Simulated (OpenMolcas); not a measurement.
## Multiconfigurational calculation on Ti2+

Input:

```
&GATEWAY
Coord
1

Ti 0.0 0.0 0.0
Basis=ANO-L-VTZP
Group=XYZ
NoMove
AngMom=0.0 0.0 0.0
AMFI
&SEWARD
&RASSCF
FileOrb=start.orb
Symmetry=1
Spin=3
nActEl=2 0 0
Inactive=3 6
Ras2=5 0
CIRoot=10 10 1
SDav=10
CIMx=300
Iter=120 100
PrWF=0.3
OrbListing=Nothing
MaxOrb=0
Atom
>>> COPY $Project.JobIph JOB001
&RASSCF
FileOrb=start.orb
Symmetry=1
Spin=1
nActEl=2 0 0
Inactive=3 6
Ras2=5 0
CIRoot=15 15 1
SDav=15
CIMx=300
Iter=120 100
PrWF=0.3
OrbListing=Nothing
MaxOrb=0
Atom
>>> COPY $Project.JobIph JOB002
&RASSI
NrOfJobIphs=2 10 15
1 2 3 4 5 6 7 8 9 10
1 2 3 4 5 6 7 8 9 10 11 12 13 14 15
IphNames
JOB001
JOB002
EJob
SpinOrbit
DIPRint=1.0
SOCoupling=1000.0
Subsets=2
MEES
Property=10
'ANGMOM' 1 'ANGMOM' 2 'ANGMOM' 3 'MLTPL  1' 1 'MLTPL  1' 2 'MLTPL  1' 3
'AMFI' 1 'AMFI' 2 'AMFI' 3 'MLTPL  2' 6
SOProperty=3
'ANGMOM' 1 'ANGMOM' 2 'ANGMOM' 3
```

Launched by
```bash
OMP_NUM_THREADS=1 MOLCAS_MEM=1689 MOLCAS_PROJECT=a pymolcas a.inp > a.log  # once for each step of the input, in one work folder
```

A driver script runs the steps one by one and writes start.orb anew before each from the orbitals found so far.

Output, cut to the results:

```
--- SEWARD ---
Basis set label: TI.ANO-L...6S5P3D2F1G.

      Electronic valence basis set:
      ------------------
      Associated Effective Charge  22.000000 au
      Associated Actual Charge     22.000000 au
      Nuclear Model: Point charge

      Shell  nPrim  nBasis  Cartesian Spherical Contaminant
         s      21       6        X
         p      15       5        X
         d      10       3                 X
         f       6       2                 X
         g       4       1                 X
                  Atomic mean-field integrals
--- RASSCF ---
Wave function specifications:
      -----------------------------

      Number of closed shell electrons          18
      Number of electrons in active shells       2
      Max number of holes in RAS1 space          0
      Max nr of electrons in RAS3 space          0
      Number of inactive orbitals                9
      Number of active orbitals                  5
      Number of secondary orbitals              45
      Spin quantum number                      1.0
      State symmetry                             1
Orbital specifications:
      -----------------------

      Symmetry species                           1   2
                                                ag  au
      Frozen orbitals                            0   0
      Inactive orbitals                          3   6
      Active orbitals                            5   0
      RAS1 orbitals                              0   0
      RAS2 orbitals                              5   0
      RAS3 orbitals                              0   0
      Secondary orbitals                        22  23
      Deleted orbitals                           0   0
      Number of basis functions                 30  29
      Number of CSFs                            10
      Number of root(s) required                10
      Iter CI   SX   CI       RASSCF       Energy    max ROT     max BLB   max BLB  Level Ln srch  Step   QN
          iter iter root      energy       change     param      element    value   shift minimum  type update
 Nr of preliminary CI iterations:   1
        1   1    7    0  -847.64927852    0.00E+00   2.51E-01*   4   7 2  6.19E-02*  0.06   0.00    SX    NO
        2   1    7    0  -847.70401136   -5.47E-02*  7.31E-02    3  11 1 -6.70E-02*  0.20   0.00    SX    NO
        3   1    7    0  -847.71026266   -6.25E-03* -3.60E-02    3  11 1  1.22E-02*  0.14   0.00    SX    NO
        4   1    6    0  -847.71104457   -7.82E-04* -1.57E-02    3  11 1 -7.87E-03*  0.16   0.00    SX    NO
        5   1    6    0  -847.71120912   -1.65E-04*  5.12E-03    3  11 1  2.56E-03*  0.15   0.69    QN   YES
        6   1    5    0  -847.71125074   -4.16E-05* -1.50E-04    3   9 1 -9.03E-05   0.15   1.02    QN   YES
        7   1    5    0  -847.71125084   -9.38E-08* -3.33E-05    3  11 1 -5.02E-05   0.15   1.15    QN   YES
        8   1    3    0  -847.71125084   -5.35E-09   6.80E-06    3  11 1  2.95E-06   0.15   0.95    QN   YES
      Convergence after  8 iterations
        9   1    3    0  -847.71125084   -1.03E-10   6.80E-06    3  11 1 -3.39E-07   0.15   0.95    QN   YES
      Natural orbitals and occupation numbers for root  1
      sym 1:   0.927274   0.072726   0.072726   0.000000   0.927274
      Natural orbitals and occupation numbers for root  2
      sym 1:  -0.000000   0.209350   0.209350   0.790650   0.790650
      Natural orbitals and occupation numbers for root  3
      sym 1:   0.166002   0.833998   0.833998   0.166002  -0.000000
::    RASSCF root number  1 Total energy:   -847.72960651
::    RASSCF root number  2 Total energy:   -847.72960651
::    RASSCF root number  3 Total energy:   -847.72960651
::    RASSCF root number  4 Total energy:   -847.72960651
::    RASSCF root number  5 Total energy:   -847.72960651
::    RASSCF root number  6 Total energy:   -847.72960651
::    RASSCF root number  7 Total energy:   -847.72960651
::    RASSCF root number  8 Total energy:   -847.66842096
::    RASSCF root number  9 Total energy:   -847.66842096
::    RASSCF root number 10 Total energy:   -847.66842096
--- RASSCF ---
Wave function specifications:
      -----------------------------

      Number of closed shell electrons          18
      Number of electrons in active shells       2
      Max number of holes in RAS1 space          0
      Max nr of electrons in RAS3 space          0
      Number of inactive orbitals                9
      Number of active orbitals                  5
...
--- RASSI ---
SPIN-FREE ENERGIES:
  (Shifted by EMIN (a.u.) =       -847.7296065054)

 SF State       Relative EMIN(au)   Rel lowest level(eV)    D:o, cm**(-1)      L_eff

     1             0.0000000000        0.0000000000              0.0000         3.0
     2             0.0000000000        0.0000000000              0.0000         3.0
     3             0.0000000000        0.0000000000              0.0000         3.0
     4             0.0000000000        0.0000000000              0.0000         3.0
     5             0.0000000000        0.0000000000              0.0000         3.0
     6             0.0000000000        0.0000000000              0.0000         3.0
     7             0.0000000000        0.0000000000              0.0000         3.0
    11             0.0504768677        1.3735455429          11078.3919         2.0
    12             0.0504768677        1.3735455429          11078.3919         2.0
    13             0.0504768677        1.3735455429          11078.3919         2.0
    14             0.0504768677        1.3735455429          11078.3919         2.0
    15             0.0504768677        1.3735455429          11078.3919         2.0
    10             0.0611855409        1.6649433858          13428.6740         1.0
     8             0.0611855409        1.6649433858          13428.6740         1.0
     9             0.0611855409        1.6649433858          13428.6740         1.0
    16             0.0783864888        2.1330050234          17203.8457         4.0
    17             0.0783864888        2.1330050234          17203.8457         4.0
    18             0.0783864888        2.1330050234          17203.8457         4.0
    19             0.0783864888        2.1330050234          17203.8457         4.0
    20             0.0783864888        2.1330050234          17203.8457         4.0
    21             0.0783864888        2.1330050234          17203.8457         4.0
...
```

Levels above the lowest, from the spin-orbit matrix, grouped by J:

```
Configuration  Term  J  E (cm-1)  Measured (cm-1)  Term weight %
          3d2    3F  2       0.0              0.0            100
          3d2    3F  3       199              185            100
          3d2    3F  4       460              420            100
          3d2    1D  2     11332             8474             99
          3d2    3P  0     13559            10538            100
          3d2    3P  1     13628            10604            100
          3d2    3P  2     13773            10721             99
          3d2    1G  4     17470            14398            100
          3d2    1S  0     42369            32476            100
```

Against the 8 measured excited levels shown (Corliss and Sugar, J. Phys. Chem. Ref. Data 8, 1 (1979)) the mean absolute deviation is 3100 cm-1; the largest miss in energy is 3d2 1S0: computed 42369, measured 32476 cm-1 (+30.5 %).

Without dynamic correlation excited terms often stand tens of per cent too high (terms of higher spin than the ground term too low), and those without a measured partner can miss by more than the paired ones. Computed and measured levels are paired by configuration, term and J; levels that our copy of the source lacks, or whose pairing is in doubt (as where it misses far off the trend of its configuration), stay unpaired and out of the deviations. Levels of configurations outside the active space are missing.

The term weight is that of the spin-free term in the level, not the purity of its configuration.
